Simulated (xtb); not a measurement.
CH7F2NSi2, SMILES N[Si@H](F)C[SiH2]F. All values are semi-empirical tight-binding results from xtb (GFN2-xTB unless named), good for trends rather than for accurate numbers. Geometry: GFN2-xTB. The structure was generated by enumeration; whether it is a known compound was not checked. One conformer was computed; it need not be the lowest.

```
Quantity                                       Result
--------------------------------------  -------------
orbital gap                                   5.63 eV
dipole moment                                  1.58 D
zero-point energy                       51.9 kcal/mol
G − E(el) at 298.15 K (modified RRHO)   30.3 kcal/mol
static polarisability (D4 model)           82.8 bohr³
solvation energy, GFN2-xTB/ALPB(water)  -2.4 kcal/mol
solvation energy, GFN2-xTB/ALPB(dmf)    -5.1 kcal/mol
```
